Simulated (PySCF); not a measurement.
Gas-phase reaction: 2 WO2F2 + O2 = W2O6 + 4 F

Computed with PySCF (xtb for GFN2) and rigid-rotor harmonic-oscillator thermochemistry at 1 bar. † marks an energy on the PBE0/def2-TZVP geometry and frequencies; other levels use their own. MP2 and CCSD(T) freeze the core. Open shells (unrestricted): O2 (multiplicity 3), F (multiplicity 2); the rest are closed-shell singlets. GFN2 has no spin-polarisation term. Spin-orbit splitting is ignored; it lowers the true energy and changes the entropy of F. W: scalar-relativistic def2 core potential, no spin-orbit coupling. WO2F2, W2O6: computed as isolated molecules; such fragments, hydroxides, amides, oligomers or adducts are transient or little studied in the gas. MP2 isn't extrapolated to the basis-set limit. CCSD(T) isn't extrapolated to the basis-set limit. Warning, large T1 diagnostic: W2O6, WO2F2 (CCSD(T)/def2-SVP†). Warning, point group unlike the PBE0 one: WO2F2 (GFN2-xTB).

```tsv
level	ΔH°(298 K), kJ
CCSD(T)/def2-SVP†	1085
GFN2-xTB	___
HF/def2-TZVP†	721
M06-2X/def2-TZVP†	1141
MP2/def2-SVP†	1148
PBE/def2-SVP	1348
PBE0/def2-QZVP†	1168
PBE0/def2-TZVP	___
r2SCAN/def2-TZVP†	___
ωB97M-V/def2-TZVP†	1161
ωB97X-V/def2-TZVP†	___
```

**Question.** Some entries are withheld; supply them.

**Answer.** 
- GFN2-xTB, ΔH°(298 K), kJ: 1097
- PBE0/def2-TZVP, ΔH°(298 K), kJ: 1161
- r2SCAN/def2-TZVP†, ΔH°(298 K), kJ: 1198
- ωB97X-V/def2-TZVP†, ΔH°(298 K), kJ: 1179
